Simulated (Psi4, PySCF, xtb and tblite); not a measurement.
Conformational energy of H₇GeNSi, SMILES N[SiH2][GeH3]. Scanned: dihedral H4–N1–Si2–Ge3; all other coordinates were relaxed at B3LYP-D3(BJ)/def2-SVP. Heavy atoms are numbered in the order of the SMILES N[SiH2][GeH3], hydrogens after them in the order of the atoms that carry them; the mirror image has the same energies with the sign of each dihedral reversed.

RKS-M06-2X/6-31G* = restricted M06-2X/6-31G*, spherical d // B3LYP-D3(BJ)/def2-SVP (PySCF); GFN2-xTB, on its own relaxed geometries (the stored frames are those of B3LYP-D3(BJ)/def2-SVP) (xtb and tblite); RKS-B3LYP/LANL2DZ = restricted B3LYP/LANL2DZ, with its core potentials past Ne // B3LYP-D3(BJ)/def2-SVP (PySCF); MP2/cc-pVTZ = DF-MP2 (frozen core)/cc-pVTZ // B3LYP-D3(BJ)/def2-SVP (Psi4).

Energies relative to the lowest point of each profile, in kcal/mol; the last columns give the difference from MP2:

```json
[
 {"φ / °": "-150", "RKS-M06-2X/6-31G*": "0.2", "GFN2-xTB": "0.7", "RKS-B3LYP/LANL2DZ": "0.5", "MP2/cc-pVTZ": "0.3", "RKS-M06-2X/6-31G* − MP2/cc-pVTZ": "-0.1", "GFN2-xTB − MP2/cc-pVTZ": "0.4", "RKS-B3LYP/LANL2DZ − MP2/cc-pVTZ": "0.2"},
 {"φ / °": "-120", "RKS-M06-2X/6-31G*": "0.8", "GFN2-xTB": "1.5", "RKS-B3LYP/LANL2DZ": "0.0", "MP2/cc-pVTZ": "0.9", "RKS-M06-2X/6-31G* − MP2/cc-pVTZ": "-0.1", "GFN2-xTB − MP2/cc-pVTZ": "0.6", "RKS-B3LYP/LANL2DZ − MP2/cc-pVTZ": "-0.9"},
 {"φ / °": "-90", "RKS-M06-2X/6-31G*": "0.6", "GFN2-xTB": "1.5", "RKS-B3LYP/LANL2DZ": "1.4", "MP2/cc-pVTZ": "0.5", "RKS-M06-2X/6-31G* − MP2/cc-pVTZ": "0.1", "GFN2-xTB − MP2/cc-pVTZ": "0.9", "RKS-B3LYP/LANL2DZ − MP2/cc-pVTZ": "0.9"},
 {"φ / °": "-60", "RKS-M06-2X/6-31G*": "0.9", "GFN2-xTB": "0.3", "RKS-B3LYP/LANL2DZ": "2.6", "MP2/cc-pVTZ": "0.9", "RKS-M06-2X/6-31G* − MP2/cc-pVTZ": "-0.1", "GFN2-xTB − MP2/cc-pVTZ": "-0.7", "RKS-B3LYP/LANL2DZ − MP2/cc-pVTZ": "1.7"},
 {"φ / °": "-30", "RKS-M06-2X/6-31G*": "0.8", "GFN2-xTB": "0.1", "RKS-B3LYP/LANL2DZ": "1.5", "MP2/cc-pVTZ": "0.9", "RKS-M06-2X/6-31G* − MP2/cc-pVTZ": "-0.1", "GFN2-xTB − MP2/cc-pVTZ": "-0.8", "RKS-B3LYP/LANL2DZ − MP2/cc-pVTZ": "0.6"},
 {"φ / °": "0", "RKS-M06-2X/6-31G*": "0.6", "GFN2-xTB": "0.5", "RKS-B3LYP/LANL2DZ": "0.0", "MP2/cc-pVTZ": "0.8", "RKS-M06-2X/6-31G* − MP2/cc-pVTZ": "-0.1", "GFN2-xTB − MP2/cc-pVTZ": "-0.3", "RKS-B3LYP/LANL2DZ − MP2/cc-pVTZ": "-0.8"},
 {"φ / °": "30", "RKS-M06-2X/6-31G*": "0.2", "GFN2-xTB": "0.1", "RKS-B3LYP/LANL2DZ": "0.7", "MP2/cc-pVTZ": "0.3", "RKS-M06-2X/6-31G* − MP2/cc-pVTZ": "-0.1", "GFN2-xTB − MP2/cc-pVTZ": "-0.2", "RKS-B3LYP/LANL2DZ − MP2/cc-pVTZ": "0.5"},
 {"φ / °": "60", "RKS-M06-2X/6-31G*": "0.0", "GFN2-xTB": "0.3", "RKS-B3LYP/LANL2DZ": "1.6", "MP2/cc-pVTZ": "0.0", "RKS-M06-2X/6-31G* − MP2/cc-pVTZ": "0.0", "GFN2-xTB − MP2/cc-pVTZ": "0.2", "RKS-B3LYP/LANL2DZ − MP2/cc-pVTZ": "1.6"},
 {"φ / °": "90", "RKS-M06-2X/6-31G*": "0.6", "GFN2-xTB": "1.5", "RKS-B3LYP/LANL2DZ": "1.4", "MP2/cc-pVTZ": "0.6", "RKS-M06-2X/6-31G* − MP2/cc-pVTZ": "0.1", "GFN2-xTB − MP2/cc-pVTZ": "0.9", "RKS-B3LYP/LANL2DZ − MP2/cc-pVTZ": "0.8"},
 {"φ / °": "120", "RKS-M06-2X/6-31G*": "0.8", "GFN2-xTB": "1.5", "RKS-B3LYP/LANL2DZ": "0.0", "MP2/cc-pVTZ": "0.9", "RKS-M06-2X/6-31G* − MP2/cc-pVTZ": "-0.1", "GFN2-xTB − MP2/cc-pVTZ": "0.6", "RKS-B3LYP/LANL2DZ − MP2/cc-pVTZ": "-0.9"},
 {"φ / °": "150", "RKS-M06-2X/6-31G*": "0.2", "GFN2-xTB": "0.7", "RKS-B3LYP/LANL2DZ": "0.6", "MP2/cc-pVTZ": "0.3", "RKS-M06-2X/6-31G* − MP2/cc-pVTZ": "-0.1", "GFN2-xTB − MP2/cc-pVTZ": "0.4", "RKS-B3LYP/LANL2DZ − MP2/cc-pVTZ": "0.3"},
 {"φ / °": "180", "RKS-M06-2X/6-31G*": "0.0", "GFN2-xTB": "0.0", "RKS-B3LYP/LANL2DZ": "2.0", "MP2/cc-pVTZ": "0.0", "RKS-M06-2X/6-31G* − MP2/cc-pVTZ": "0.0", "GFN2-xTB − MP2/cc-pVTZ": "0.0", "RKS-B3LYP/LANL2DZ − MP2/cc-pVTZ": "2.0"}
]
```

RKS-M06-2X/6-31G* is furthest from MP2/cc-pVTZ at 0 (-0.1 kcal/mol, below); its mean absolute difference over the points is 0.1 kcal/mol.

GFN2-xTB is furthest from MP2/cc-pVTZ at 90 (0.9 kcal/mol, above); its mean absolute difference over the points is 0.5 kcal/mol.

RKS-B3LYP/LANL2DZ is furthest from MP2/cc-pVTZ at 180 (2.0 kcal/mol, above); its mean absolute difference over the points is 0.9 kcal/mol.
